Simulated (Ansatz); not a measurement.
`[F][Ge]([F])([F])[F]` + HBr → `[F][Ge]([F])([F])[Br]` + H–F at 400 K and 1 bar (ligand exchange at a Ge–F bond).

Gas-phase electronic energies from Ansatz, PBE0-D4/def2-TZVP geometries. CCSD(T)/CBS adds triple-zeta CCSD(T) − MP2 to the extrapolated MP2 energy (def2 sets, frozen cores). This one scheme is used for every species. For Br, Ge outer-core shells are correlated without core-valence functions, which leaves a few kJ/mol of doubt a bond. Scalar relativity is left out up to krypton.

```
                species  CCSD(T)/CBS energy (Eh)  H − E (kJ/mol)  S (J/(mol·K))
 `[F][Ge]([F])([F])[F]`              -2475.42984            52.1          328.5
                    HBr              -2573.91920            27.6          207.2
`[F][Ge]([F])([F])[Br]`              -4948.96178            50.0          364.7
                    H–F               -100.39570            36.5          182.2
```

H − E and S are ideal-gas, rigid-rotor, harmonic terms from PBE0-D4/def2-TZVP. 1 Eh = 2625.50 kJ/mol, R = 8.31446 J/(mol·K).

Task: By hand: ΔE, ΔH, ΔS and ΔG.

Result: ΔE = (-4948.96178) + (-100.39570) − (-2475.42984) − (-2573.91920) = -0.00844 Eh = -22.2 kJ/mol. Δ(H − E) = 50.0 + 36.5 − 52.1 − 27.6 = 6.8, so ΔH = -15.4 kJ/mol. ΔS = 364.7 + 182.2 − 328.5 − 207.2 = 11.2 J/(mol·K). ΔG = -15.4 − 400 × (11.2)/1000 = -19.9 kJ/mol.

Task: By hand: the equilibrium constant, and the temperature at which ΔG would vanish if ΔH and ΔS stayed fixed.

Result: log₁₀ K = −ΔG/(RT ln 10) = 2.6. ΔH and −TΔS have one sign here, so there is no such temperature.

The number of gas molecules stays the same, so ΔS is small and ΔH decides. A doubt of 5 kJ/mol in ΔE shifts log₁₀ K by 0.7 here. These are equilibria of isolated gas molecules and say nothing of rates. Largest T1 diagnostic: 0.012 (customary marks: 0.02 for closed shells, 0.045 for open ones).
